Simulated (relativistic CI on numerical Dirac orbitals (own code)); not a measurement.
Ligand-field terms of d7

Computed with a parametric ligand-field model of a d^n configuration (Racah B and C, spin-orbit zeta, crystal field), exact diagonalisation.

Field parameters in Wybourne normalisation: D3d B²₀ = −7Dσ, B⁴₀ = −14Dq − 21Dτ, B⁴₃ = −14√(10/7) Dq; D4h B²₀ = −7Ds, B⁴₀ = 21(Dq − Dt), B⁴₄ = 21√(5/14) Dq. The field is a parameter set, without covalency.

Ground term and bands for B = 550, C = 2480, ζ = 0 cm⁻¹, D4h, 10Dq = 27950, Ds = -330, Dt = -670 cm⁻¹?

Ground term 2B1 with 1.01 electrons in the two orbitals of the cubic e set. Spin-allowed: 2A1 4622 cm⁻¹ (2164 nm), 2B2 27263 cm⁻¹ (367 nm), 2A2 30607 cm⁻¹ (327 nm), 2E 32417 cm⁻¹ (308 nm). Lowest spin-forbidden: 4A2 20718 cm⁻¹ (483 nm), 4E 23067 cm⁻¹ (434 nm), 4E 50414 cm⁻¹ (198 nm).

Ground term and bands for B = 410, C = 1700, ζ = 0 cm⁻¹, D3d, 10Dq = 17900, Dσ = 1200, Dτ = -210 cm⁻¹?

Ground term 2E with 1.05 electrons in the two orbitals of the cubic e set. Spin-allowed: 2E 15714 cm⁻¹ (636 nm), 2A1 16404 cm⁻¹ (610 nm), 2E 16527 cm⁻¹ (605 nm), 2A2 16608 cm⁻¹ (602 nm). Lowest spin-forbidden: 4E 8845 cm⁻¹ (1131 nm), 4A2 9765 cm⁻¹ (1024 nm), 4E 25115 cm⁻¹ (398 nm).

Ground term and bands for B = 940, C = 4880, ζ = 0 cm⁻¹, D3d, 10Dq = 20900, Dσ = 1200, Dτ = -370 cm⁻¹?

Ground term 4A2 with 2.09 electrons in the two orbitals of the cubic e set. Spin-allowed: 4E 1047 cm⁻¹, 4E 18673 cm⁻¹ (536 nm), 4A1 19124 cm⁻¹ (523 nm), 4E 30403 cm⁻¹ (329 nm). Lowest spin-forbidden: 2E 3110 cm⁻¹ (3216 nm), 2A2 19970 cm⁻¹ (501 nm), 2E 20025 cm⁻¹ (499 nm).

Ground term and bands for B = 830, C = 4020, ζ = 0 cm⁻¹, D3d, 10Dq = 24000, Dσ = -1200, Dτ = -350 cm⁻¹?

Ground term 2E with 1.05 electrons in the two orbitals of the cubic e set. Spin-allowed: 2A2 16990 cm⁻¹ (589 nm), 2E 18570 cm⁻¹ (539 nm), 2A1 21409 cm⁻¹ (467 nm), 2E 22132 cm⁻¹ (452 nm). Lowest spin-forbidden: 4A2 426 cm⁻¹, 4E 5752 cm⁻¹ (1738 nm), 4A1 22985 cm⁻¹ (435 nm).

Ground term and bands for B = 950, C = 3670, ζ = 0 cm⁻¹, D3d, 10Dq = 16400, Dσ = -110, Dτ = 10 cm⁻¹?

Ground term 4A2 with 2.04 electrons in the two orbitals of the cubic e set. Spin-allowed: 4E 101 cm⁻¹, 4A1 14809 cm⁻¹ (675 nm), 4E 14939 cm⁻¹ (669 nm), 4A2 27325 cm⁻¹ (366 nm). Lowest spin-forbidden: 2E 1592 cm⁻¹, 2A2 15786 cm⁻¹ (633 nm), 2E 15901 cm⁻¹ (629 nm).
